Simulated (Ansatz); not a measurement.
CH$_{5}$ClFNOZr (`C[NH][Zr]([OH])([F])[Cl]`), relaxed with RKS PBE0-D4/def2-TZVP in the Gaussian-basis code of Ansatz from a GFN2-xTB geometry. The force threshold is 0.005 eV/Å; the program also tests the step.

Charge 0, multiplicity 1. Zr takes the def2 core potential.

Start:

```xyz
11

C     0.940    0.700    0.945
N    -0.388    0.073    1.004
Zr   -0.940   -0.535   -0.829
O     0.289   -1.810   -1.410
F    -0.800    1.074   -1.770
Cl   -3.180   -0.947   -0.645
H     0.972    1.566    0.251
H     1.669   -0.059    0.620
H     1.244    1.051    1.942
H    -1.051    0.773    1.385
H     1.244   -1.885   -1.493
```

```csv
step,energy (eV),largest force (eV/Å),largest move (Å)
1,-21173.7992,1.969,0.000
2,-21174.1157,0.757,0.195
3,-21174.2096,0.616,0.193
4,-21174.2728,0.682,0.196
5 (rejected),-21174.2597,2.260,0.200
6,-21174.3190,0.179,0.098
7,-21174.3409,0.139,0.100
8,-21174.3616,0.601,0.148
9,-21174.3868,0.185,0.200
10,-21174.3952,0.159,0.064
11 (rejected),-21174.3936,0.840,0.195
12,-21174.4074,0.269,0.095
13,-21174.4150,0.205,0.098
14,-21174.4215,0.307,0.147
15,-21174.4270,0.390,0.115
16,-21174.4336,0.296,0.088
17,-21174.4382,0.195,0.144
18,-21174.4431,0.165,0.072
19,-21174.4457,0.077,0.034
20,-21174.4472,0.015,0.048
21,-21174.4478,0.031,0.061
22,-21174.4480,0.024,0.039
23,-21174.4482,0.013,0.008
24,-21174.4483,0.006,0.008
25,-21174.4483,0.003,0.009
```

End:

```xyz
11

C     0.953    0.670    1.289
N    -0.218    0.811    0.448
Zr   -0.951   -0.386   -0.986
O     0.497   -1.502   -1.540
F    -1.693    0.731   -2.348
Cl   -2.707   -1.699   -0.067
H     1.635    1.522    1.187
H     1.507   -0.227    1.005
H     0.688    0.571    2.348
H    -0.731    1.658    0.669
H     1.021   -2.148   -2.005
```

Run time 92 s (2 threads of an AMD EPYC 7R13 on a shared host and a share of an NVIDIA H100 80 GB); peak host memory 0.93 GiB.
